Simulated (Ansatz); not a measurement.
Breaking the Ge1–Cl2 bond in ClGeH3 (SMILES [Cl][GeH3]) (multiplicity 1 held, fragments rigid). Energies count from the point at 2.175 Å.
Geometry at that point (charge 0, multiplicity 1):
```xyz
5

Ge    -0.684     0.032     0.004
Cl     1.488    -0.069    -0.008
H     -1.070     1.467    -0.374
H     -1.143    -0.327     1.422
H     -1.186    -0.983    -1.030
```

Restricted levels (R-, RO-) in cc, def2 and unpolarised 6-31G sets keep to the state of the molecule at rest. Unrestricted levels (U-) break spin symmetry where that is lower. Active spaces are followed from a long bond inwards. Curves can end on different states.

Frozen-core correlation. Filled d and f shells under p-block atoms count as core.

The values were computed with Ansatz (a quantum-chemistry and plane-wave program). 

Energies in eV.

| R (Å) | U-HF/def2-SVP | R-MP2/def2-SVP | U-MP2/def2-SVP | R-SCS-MP2/def2-SVP | CASSCF(6,4)/def2-SVP | FIC-MRCISD+Q on CASSCF(6,4)/def2-SVP |
|---|---|---|---|---|---|---|
| 1.740 | 3.19 | 3.08 | 3.08 | 3.12 | 3.23 | 3.14 |
| 1.957 | 0.55 | 0.52 | 0.52 | 0.53 | 0.59 | 0.55 |
| 2.175 | 0.00 | 0.00 | 0.00 | 0.00 | 0.00 | 0.00 |
| 2.392 | 0.31 | 0.33 | 0.33 | 0.31 | 0.24 | 0.30 |
| 2.610 | 0.94 | 0.98 | 0.98 | 0.94 | 0.78 | 0.89 |
| 2.936 | 2.02 | 2.04 | 2.11 | 1.98 | 1.69 | 1.86 |
| 3.262 | 2.67 | 3.00 | 3.26 | 2.92 | 2.47 | 2.68 |
| 3.806 | 3.01 | 4.22 | 3.87 | 4.11 | 3.24 | 3.51 |
| 4.350 | 3.09 | 4.97 | 4.01 | 4.82 | 3.49 | 3.80 |
| 5.002 | 3.12 | 5.35 | 4.05 | 5.14 | 3.56 | 3.88 |
| 5.872 | 3.12 | 5.30 | 4.06 | 4.97 | 3.58 | 3.90 |
| 6.960 | 3.13 | 4.81 | 4.06 | 4.33 | 3.58 | 3.90 |

Doubts at one or more of the structures used: a spin-contaminated determinant (U-HF/def2-SVP, U-MP2/def2-SVP); a restricted determinant that unrestricted orbitals would lower (R-MP2/def2-SVP, R-SCS-MP2/def2-SVP); active orbitals that take no part (CASSCF(6,4)/def2-SVP, FIC-MRCISD+Q on CASSCF(6,4)/def2-SVP).
